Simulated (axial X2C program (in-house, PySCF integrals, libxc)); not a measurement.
Spin–orbit effects down a group: molecules with Ni, PBE0

Calculated with an axial X2C code built on PySCF integrals, spin-free (one-electron X2C) or two-component (2c: spin–orbit coupling with atomic mean-field Coulomb and Gaunt terms, which also bring small scalar terms), in Dyall basis sets with cores contracted in-house; open shells are unrestricted.

Basis sets: H dyall-v3z, Li dyall-cv3z, Na dyall-cv3z, Ni dyall-cv3z, Ni dyall-v3z.

| molecule | spin-free state | Re (Å) | ωe (cm⁻¹) | De (eV) | 2c state | Re 2c (Å) | ωe 2c (cm⁻¹) | De 2c (eV) |
| --- | --- | --- | --- | --- | --- | --- | --- | --- |
| NiH | M_S = 1/2, Λ = 2 | 1.454 | 1998.1 | 2.60 | Ω = 5/2 | 1.455 | 1997.3 | n/a |
| LiNi | M_S = 1/2, Λ = 2 | 2.269 | 393.3 | 1.49 | Ω = 5/2 | 2.269 | 393.2 | n/a |
| NaNi | M_S = 1/2, Λ = 0 | 2.634 | 204.1 | 1.25 | Ω = 1/2 | 2.634 | 204.1 | n/a |

Each entry is the lowest single determinant of a limited PBE0 search at one distance. De goes to single-determinant-based atoms at the same level (for ions the charge split of lowest energy) and is withheld (n/a) where an atom does not fit its ground term or J level. Main or longest-lived isotopes. One determinant is a doubtful description, or other states lie close, for NiH, LiNi, NaNi; these need not be ground states, and all values refer to the states named. The functionals have no current term, which raises determinants with orbital currents.
